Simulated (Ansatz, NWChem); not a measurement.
**From Ansatz to NWChem**

This Ansatz 0.2.0 job computes triplet ZrO2:

in.yaml:
```yaml
crystal:
  periodic: [false, false, false]
  atoms:
    - {symbol: O, position_ang: [0.654500, 1.252500, 0.388400]}
    - {symbol: Zr, position_ang: [0.348500, -0.481700, 0.351800]}
    - {symbol: O, position_ang: [-1.003000, -0.770800, -0.740100]}
basis:
  gaussian:
    orbitals: def2-TZVP
magnetization:
  spin_polarized: true
  initial_magnetization: 2
hamiltonian:
  xc: {name: SVWN5}
accuracy: high
output:
  orbitals: {seedname: orbitals}
```

```bash
$ ansatz run in.yaml --threads 1 --pin off --max-ram 3480MiB --events-out events.jsonl --progress --plain --runs-dir runs
```

The coordinates come from a PBE0-D4/def2-TZVP relaxation. That shape belongs to the parent species and isn't relaxed for this state.

It gives a total energy of -196.385967 Eh.

Task: Translate the job to NWChem 7.3.0 as an input file of the program's own.

Result: One way, which was run:

m1.nw:
```
start m1
title "O2Zr"
memory 2200 mb
geometry units angstroms noautosym nocenter noautoz
O        0.654500       1.252500       0.388400
Zr       0.348500      -0.481700       0.351800
O       -1.003000      -0.770800      -0.740100
end
basis spherical bse
* library def2-TZVP
end
ecp bse
Zr library def2-TZVP
end
dft
xc slater vwn_5
mult 3
grid fine
convergence energy 1e-08
iterations 100
mulliken
end
task dft
```

```bash
$ nwchem m1.nw > m1.out
```

Its energy is -196.385967 Eh, 0.000 mEh from the first.
